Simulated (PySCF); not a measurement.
Choosing a molecule for a target property.

All species are isolated and taken at one optimised geometry, non-relativistic unless stated; the electronic structure was computed with PySCF and density fitting.

Dipoles, sizes and rotational constants follow the conformer. The torsions of the flexible species, by atom-mapped SMILES:
- `[SiH3:1][O:2][CH2:3][SiH:4][O:5][SiH2:6][Cl:7]`: Si1–O2–C3–Si4 -171°, O2–C3–Si4–O5 44°, C3–Si4–O5–Si6 -1°, Si4–O5–Si6–Cl7 50°
- `[SiH3:1][CH2:2][O:3][SiH:4][O:5][SiH2:6][Cl:7]`: Si1–C2–O3–Si4 -119°, C2–O3–Si4–O5 166°, O3–Si4–O5–Si6 -43°, Si4–O5–Si6–Cl7 -77°
- `[CH3:1][C:2]#[C:3][CH2:4][CH:5][S-:6]`: C3–C4–C5–S6 100°
- `[CH3:1][N+:2]([CH3:3])[Si@H:4]([OH:5])[O:6][SiH3:7]`: C1–N2–Si4–O5 -29°, H–O5–Si4–N2 -177°

Question: Wanted: smallest rotational constant between 0.6 GHz and 1 GHz (GFN2-xTB) and isotropic g value below 2.0031 (unrestricted B3LYP/pcH-1, mean-field spin–orbit), at GFN2-xTB geometries. Which candidate meets both?
A. `CC#CC[CH][S-]` [radical]
B. `C1CCC[NH+]CC1` [radical]
C. `[SiH3]CO[SiH]O[SiH2]Cl` [radical]
D. `FC1=C(F)C(F)(F)O[CH]1` [radical]
E. `[SiH3]OC[SiH]O[SiH2]Cl` [radical]
F. `C[N+](C)[Si@H](O)O[SiH3]` [radical]

Answer: E. Computed values:
```
                           species  smallest rotational constant  isotropic g value
  [SiH3]CO[SiH]O[SiH2]Cl [radical]                     0.473 GHz            2.00219
  [SiH3]OC[SiH]O[SiH2]Cl [radical]                     0.658 GHz            2.00249
C[N+](C)[Si@H](O)O[SiH3] [radical]                     0.851 GHz            2.00369
           CC#CC[CH][S-] [radical]                     1.043 GHz            2.00857
   FC1=C(F)C(F)(F)O[CH]1 [radical]                     1.121 GHz            2.00293
           C1CCC[NH+]CC1 [radical]                     1.810 GHz            2.00334
```
